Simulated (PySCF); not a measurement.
C6H7NS3Si.
Atom-mapped SMILES: `[CH:1]#[C:2][Si:3]1([S:4][CH2:5][C:6]#[N:7])[S:8][CH2:9][CH2:10][S:11]1` (hydrogens: H12 on C1; H13, H14 on C5; H15, H16 on C9; H17, H18 on C10)

Method: PBE0-D3(BJ)/def2-SVP geometry optimisation, gas phase (PySCF 2.14.0); density fitting, grid level 1; the optimiser is geomeTRIC in internal coordinates, started from a GFN2-xTB structure.

Step 0: E = -48168.0512 eV
```
atom  x, y, z in Å  |  force x, y, z in eV/Å
C1      0.7837    2.7726    1.2151    0.060   0.419   0.098
C2      0.4453    1.6328    1.0297   -0.476  -1.963  -0.216
Si3    -0.0081   -0.1292    0.7086   -0.113   0.701  -0.066
S4      1.6299   -1.4321    1.2080   -0.297  -0.185   0.082
C5      2.7485   -1.0075   -0.1882   -0.512  -0.136   0.431
C6      3.2845    0.3095   -0.0162   -0.119  -0.988  -0.293
N7      3.6906    1.3648    0.1508    0.730   1.721   0.198
S8     -0.5919   -0.3620   -1.3534    0.383  -0.104   0.063
C9     -2.3534   -0.1256   -0.9662    0.142  -0.194   0.220
C10    -2.7711   -0.9982    0.1940    0.279   0.094  -0.011
S11    -1.8452   -0.5976    1.7180    0.295   0.083   0.142
H12     1.0775    3.7691    1.3812    0.303   0.941   0.139
H13     3.5488   -1.7483   -0.1650    0.174  -0.251  -0.102
H14     2.1929   -1.0800   -1.1246   -0.013  -0.137  -0.376
H15    -2.5097    0.9306   -0.7452   -0.217   0.313   0.039
H16    -2.9043   -0.3945   -1.8675   -0.192  -0.048  -0.324
H17    -2.6073   -2.0529   -0.0299   -0.049  -0.303  -0.154
H18    -3.8228   -0.8399    0.4313   -0.378   0.037   0.129
```

Step 1: E = -48168.1819 eV
```
atom  x, y, z in Å  |  force x, y, z in eV/Å
C1      0.8169    2.8189    1.2867    0.063   0.097   0.069
C2      0.4556    1.6738    1.0913   -0.052  -0.076  -0.169
Si3    -0.0488   -0.0210    0.6632    0.038  -0.090   0.130
S4      1.5274   -1.4007    1.1580    0.045   0.092  -0.020
C5      2.7481   -0.9976   -0.1593   -0.051  -0.122  -0.063
C6      3.4003    0.2939   -0.0272   -0.113   0.004   0.117
N7      3.8833    1.3387    0.0869    0.085   0.023  -0.036
S8     -0.6296   -0.2889   -1.3812   -0.012   0.112  -0.010
C9     -2.4177   -0.1648   -0.9891    0.004   0.071  -0.032
C10    -2.7781   -1.0354    0.1945   -0.009  -0.043   0.042
S11    -1.8380   -0.5633    1.7008   -0.014   0.061  -0.036
H12     1.1521    3.8273    1.4666   -0.021  -0.074  -0.006
H13     3.5049   -1.7963   -0.0999   -0.036   0.036  -0.026
H14     2.2642   -1.0728   -1.1482    0.049  -0.006   0.037
H15    -2.6647    0.8912   -0.7960   -0.033  -0.050  -0.014
H16    -2.9537   -0.4860   -1.8964    0.023  -0.020   0.020
H17    -2.5931   -2.0966   -0.0275   -0.002  -0.002   0.000
H18    -3.8412   -0.9089    0.4572    0.038  -0.011  -0.002
```

Step 2: E = -48168.1957 eV
```
atom  x, y, z in Å  |  force x, y, z in eV/Å
C1      0.8321    2.8370    1.2928    0.028  -0.026   0.049
C2      0.4571    1.6978    1.0866   -0.006   0.035  -0.102
Si3    -0.0577    0.0085    0.6640    0.007  -0.099   0.068
S4      1.5103   -1.3791    1.1556    0.010   0.032   0.012
C5      2.7288   -0.9954   -0.1650   -0.013  -0.050  -0.011
C6      3.4188    0.2745   -0.0120   -0.064   0.040   0.054
N7      3.9444    1.2980    0.1107    0.038  -0.022  -0.017
S8     -0.6391   -0.2373   -1.3836   -0.030   0.101  -0.016
C9     -2.4316   -0.1744   -0.9954    0.014  -0.015  -0.002
C10    -2.7646   -1.0495    0.1943    0.014  -0.033   0.011
S11    -1.8486   -0.5296    1.6983   -0.008   0.063  -0.017
H12     1.1790    3.8374    1.4835    0.000   0.004  -0.001
H13     3.4639   -1.8129   -0.1209    0.002  -0.007  -0.015
H14     2.2434   -1.0457   -1.1529    0.003   0.010  -0.003
H15    -2.7237    0.8702   -0.8105   -0.006  -0.003  -0.010
H16    -2.9506   -0.5242   -1.9012    0.008  -0.025   0.003
H17    -2.5426   -2.1060   -0.0161    0.001   0.004  -0.012
H18    -3.8313   -0.9577    0.4521    0.000  -0.010   0.009
```

Q: Estimate the geometry and energy of step 3. (The exact step hangs on the optimiser's Hessian estimate; all steps are aligned on step 2, rigid shifts and turns removed.)

A: E = -48168.2296 eV, largest force 0.260 eV/Å
```
atom  x, y, z in Å  |  force x, y, z in eV/Å
C1      0.9466    2.9116    1.3274   -0.046  -0.194  -0.012
C2      0.4866    1.8147    1.0677    0.070   0.149   0.082
Si3    -0.1090    0.1536    0.6592   -0.067   0.030  -0.105
S4      1.4004   -1.2937    1.1367   -0.126  -0.146   0.110
C5      2.6094   -0.9647   -0.1924    0.148   0.098   0.092
C6      3.4593    0.1873    0.0684    0.120   0.016  -0.150
N7      4.1594    1.0910    0.2508   -0.099  -0.029   0.035
S8     -0.7006   -0.0009   -1.3996   -0.021   0.081  -0.001
C9     -2.4804   -0.2466   -1.0307    0.034  -0.255   0.037
C10    -2.6829   -1.1111    0.1989    0.000   0.055  -0.048
S11    -1.9135   -0.3441    1.6755    0.021   0.033   0.054
H12     1.3651    3.8703    1.5668    0.039   0.117   0.003
H13     3.2404   -1.8622   -0.2469    0.043  -0.068   0.002
H14     2.1113   -0.8672   -1.1677   -0.089   0.049  -0.059
H15    -2.9731    0.7260   -0.9022    0.044   0.101  -0.015
H16    -2.8993   -0.7354   -1.9230   -0.036  -0.024  -0.016
H17    -2.2786   -2.1240    0.0549    0.023   0.011  -0.025
H18    -3.7532   -1.1931    0.4366   -0.057  -0.024   0.015
```

The energy changes by -0.0339 eV. The first-order estimate −F·Δx gives -0.0599 eV and the mean of the old and new forces, exact on a quadratic surface, -0.0377 eV. The step makes an angle of 74° with the force vector and moves no atom by more than 0.330 Å.

What follows is the cost of the whole optimisation. Rough CPU time on one thread of a shared machine: about 15 min.
